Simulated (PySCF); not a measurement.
## Relaxation of singlet TeSI₂

These are results of PBE0 in PySCF with Te def2-SVP with ECP28, S def2-SVP, I def2-SVP with ECP28; scalar-relativistic core potentials, no spin–orbit coupling; density-fitted integrals, not measurements. A (50,194) grid was used.

A start displaced from a saddle point along its imaginary mode, of Cs symmetry, held to at least that symmetry:

```xyz
4
charge 0 multiplicity 1, angstrom
Te   -0.1133    0.2500   -0.0747
S    -1.9728   -0.1871   -1.3007
I    -1.2525   -0.1044    2.5666
I     1.8655   -0.1044   -2.1625
```

Optimiser trace:
| step | E − E(last) (kJ/mol) | largest gradient (Eh/bohr) |
| --- | --- | --- |
| 0 | 69.26 | 0.01540 |
| 1 | 54.74 | 0.00884 |
| 2 | 36.29 | 0.01041 |
| 3 | 22.70 | 0.01718 |
| 4 | 7.30 | 0.00690 |
| 5 | 4.01 | 0.01044 |
| 6 | 1.58 | 0.00582 |
| 7 | 0.09 | 0.00213 |
| 8 | 0.01 | 0.00076 |
| 9 | 0.00 | 0.00013 |
| 10 | 0.00 | 0.00009 |

It ends at Cs with Te–I 2.787 Å (×2), Te–S 2.222 Å; I–Te–I 97.8°, I–Te–S 107.5° (×2) (after a last refinement on a finer grid). The frequency run here used a shortcut that can spoil soft modes, so no verdict on minimum or saddle point is given.

Final geometry:
Coordinates in bohr (charge 0 multiplicity 1):
```
Te   -1.1355    1.4513   -0.7486
S    -4.3300   -0.2763   -2.8548
I    -1.0579   -0.7077    4.0550
I     3.3102   -0.7077   -2.5700
```
